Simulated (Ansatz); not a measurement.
Basis-set extrapolation for CH$_{5}$NSSi, SMILES `C=N[SiH2]S` (PBE0-D4/def2-TZVP geometry, frozen core, Ansatz 0.2.0). Multiplicity 1, RHF reference.

```tsv
	def2-TZVPP	def2-QZVPP
HF	-781.779394	-781.804322
MP2 correlation	-0.658853	-0.708493
CCSD(T) correlation	-0.735953	not run
```

Energies in hartree. Use E(X) = E(∞) + A·exp(−7.88·√X) for Hartree–Fock and E(X) = E(∞) + B·X^(−2.97) for correlation, with X = 3 and 4, and add CCSD(T) minus MP2 of the smaller set to the MP2 limit.

Problem. What is the CCSD(T) energy at the basis-set limit?

Solution. HF limit: -781.804322 + (-0.024928) × 0.13774 = -781.80776. MP2 limit: -0.708493 + (-0.049640) × 0.74074 = -0.74526. Higher-order term: -0.735953 − (-0.658853) = -0.07710. Total: -782.63012 hartree, 3.12 eV below CCSD(T)/def2-TZVPP.
